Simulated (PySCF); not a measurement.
ClLi (SMILES [Li][Cl]), singlet, geometry from GFN2-xTB (such geometries of metal compounds can be far from the true shape); PySCF with BLYP/6-31G**.

PySCF was given this input:
```python
from pyscf import gto, scf, dft

mol = gto.M(
    atom='''
Li   -0.00000000   -0.00000000   -1.66311369
Cl    0.00000000    0.00000000    0.29349065
''',
    basis='6-31g**',
    verbose=4,
)

mf = dft.RKS(mol)
mf.xc = 'blyp'
mf.kernel()
```

The log (banner, timings and long lists left out):

```
PySCF version 2.14.0

[INPUT] verbose = 4
[INPUT] num. atoms = 2
[INPUT] num. electrons = 20
[INPUT] charge = 0
[INPUT] spin (= nelec alpha-beta = 2S) = 0
[INPUT] symmetry False subgroup None
[INPUT] Mole.unit = angstrom
[INPUT] Symbol           X                Y                Z      unit          X                Y                Z       unit  Magmom
[INPUT]  1 Li     0.000000000000   0.000000000000  -1.663113690000 AA    0.000000000000   0.000000000000  -3.142829388115 Bohr   0.0
[INPUT]  2 Cl     0.000000000000   0.000000000000   0.293490650000 AA    0.000000000000   0.000000000000   0.554616948621 Bohr   0.0

nuclear repulsion = 13.7933036358899
number of shells = 14
number of NR pGTOs = 78
number of NR cGTOs = 32
basis = 6-31g**
ecp = {}

******** <class 'pyscf.dft.rks.RKS'> ********
method = RKS
initial guess = minao
damping factor = 0
level_shift factor = 0
DIIS = <class 'pyscf.scf.diis.CDIIS'>
diis_start_cycle = 1
diis_space = 8
diis_damp = 0
SCF conv_tol = 1e-09
SCF conv_tol_grad = None
SCF max_cycles = 50
direct_scf = True
direct_scf_tol = 1e-13
XC library pyscf.dft.libxc version 7.1.2
    S. Lehtola, C. Steigemann, M. J. T. Oliveira, and M. A. L. Marques,  SoftwareX 7, 1–5 (2018)
XC functionals = blyp
    A. D. Becke,  Phys. Rev. A 38, 3098 (1988)
    C. Lee, W. Yang, and R. G. Parr,  Phys. Rev. B 37, 785 (1988)
    B. Miehlich, A. Savin, H. Stoll, and H. Preuss,  Chem. Phys. Lett. 157, 200 (1989)
radial grids:
    Treutler-Ahlrichs [JCP 102, 346 (1995); DOI:10.1063/1.469408] (M4) radial grids

becke partition: Becke, JCP 88, 2547 (1988); DOI:10.1063/1.454033
pruning grids: <function nwchem_prune>
grids dens level: 3
symmetrized grids: False
atomic radii adjust function: <function treutler_atomic_radii_adjust>
small_rho_cutoff = 0
Set gradient conv threshold to 3.16228e-05
Initial guess from minao.
tot grids = 32608
init E= -467.69431295319
  HOMO = -0.356847396104597  LUMO = -0.0836244992777053  gap/eV = 7.43477
cycle= 1 E= -467.704581998764  delta_E= -0.0103  |g|= 0.378  |ddm|= 1.18
  HOMO = -0.108952002584542  LUMO = -0.0605947500616364  gap/eV = 1.31587
cycle= 2 E= -467.534091677864  delta_E= 0.17  |g|= 0.799  |ddm|=  1.5
  HOMO = -0.215295188977425  LUMO = -0.0631831661120608  gap/eV = 4.13918
cycle= 3 E= -467.758943083249  delta_E= -0.225  |g|= 0.0393  |ddm|= 0.983
  HOMO = -0.209167766363558  LUMO = -0.0681007653607373  gap/eV = 3.83863
cycle= 4 E= -467.759403117614  delta_E= -0.00046  |g|= 0.0215  |ddm|= 0.114
  HOMO = -0.208755622207389  LUMO = -0.0676505685387008  gap/eV = 3.83966
cycle= 5 E= -467.7595396875  delta_E= -0.000137  |g|= 0.00317  |ddm|= 0.0299
  HOMO = -0.209568520838547  LUMO = -0.0677377959358278  gap/eV = 3.85941
cycle= 6 E= -467.759543862605  delta_E= -4.18e-06  |g|= 0.000219  |ddm|= 0.00543
  HOMO = -0.209632412461671  LUMO = -0.0677763510805167  gap/eV = 3.86010
cycle= 7 E= -467.759543878054  delta_E= -1.54e-08  |g|= 1.87e-05  |ddm|= 0.000293
  HOMO = -0.209636782951176  LUMO = -0.0677772574907383  gap/eV = 3.86019
cycle= 8 E= -467.759543878178  delta_E= -1.24e-10  |g|= 2.38e-07  |ddm|= 3.01e-05
  HOMO = -0.209636889824872  LUMO = -0.0677772635400262  gap/eV = 3.86020
Extra cycle  E= -467.759543878178  delta_E= -3.41e-13  |g|= 2.96e-07  |ddm|= 7.52e-07
converged SCF energy = -467.759543878178
```
